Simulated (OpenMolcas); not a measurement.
Mn III.

| Property | Result |
| --- | --- |
| Program | OpenMolcas |
| Method | CASSCF |
| Basis | ANO-RCC-VTZP [6s5p3d2f1g] |
| Scalar Hamiltonian | DKH2, point nucleus |
| Active space | 5 electrons in 6 orbitals (3d 4s) |
| State averaging | 2S+1 = 6 even, 6 roots; 2S+1 = 4 even, 59 roots; 2S+1 = 2 even, 81 roots (67 in the spin-orbit step) |
| Spin-orbit coupling | RASSI with atomic mean-field integrals over the reference wave functions, term energies averaged over their components |

Levels without dynamic correlation, in cm⁻¹ above 3d⁵ ⁶S_5/2:

```json
{"Level": "3d⁵ ⁴D_7/2", "E": "35487"}
{"Level": "3d⁵ ⁴G_5/2", "E": "27337"}
{"Level": "3d⁵ ⁴P_5/2", "E": "32332"}
{"Level": "3d⁵ ²I_11/2", "E": "36687"}
{"Level": "3d⁵ ²D_5/2(1) [73 %]", "E": "42473"}
```

On this reference, MS-CASPT2, IPEA 0.25 Eh, imaginary shift 0.1 Eh (closed shells correlated: 3s 3p) puts 3d⁵ ⁴D_7/2 at 33380 cm⁻¹.

**Question.** Estimate the other levels at that method by one scale factor, and say how well it serves.

**Answer.** The factor is 33380 / 35487 = 0.941. Scaled values beside those that MS-CASPT2 gives and measured ones (Corliss and Sugar, J. Phys. Chem. Ref. Data 6, 1253 (1977)):
```
               Level  Scaled  MS-CASPT2  Miss (%)  Measured
          3d⁵ ⁴G_5/2   25724      27890      -7.8          
          3d⁵ ⁴P_5/2   30424      30530      -0.3     29168
         3d⁵ ²I_11/2   34522      39280     -12.1     39174
3d⁵ ²D_5/2(1) [73 %]   39967      41650      -4.0     41238
```
For these levels the scaled values miss MS-CASPT2 by up to 12.1 %, as correlation changes each term by its own factor, spin-orbit parts do not scale and CASPT2 has its own spread within terms. This holds within one configuration; levels of others move differently, and the target method has errors of its own against measurement.

Term energies are means over components that CASPT2 splits; among the terms shown or strongly mixed into the levels shown the widest spread is 780 cm-1 (3d⁵ ²I, MS-CASPT2). Some high roots are left out of the spin-orbit mixing, which shifts the levels that they would mix with. Without dynamic correlation excited terms often stand tens of per cent too high (terms of higher spin than the ground term too low), and those without a measured partner can miss by more than the paired ones (holds for CASSCF). Computed and measured levels are paired by configuration, term and J; levels that our copy of the source lacks, or whose pairing is in doubt (as where it misses far off the trend of its configuration), stay unpaired and out of the deviations. Only configurations of the active space appear.

A share in square brackets marks a mixed level and gives the weight of the term that names it, the lowest over the columns. A number in round brackets counts repeated terms of one configuration in the order of the reference energies.
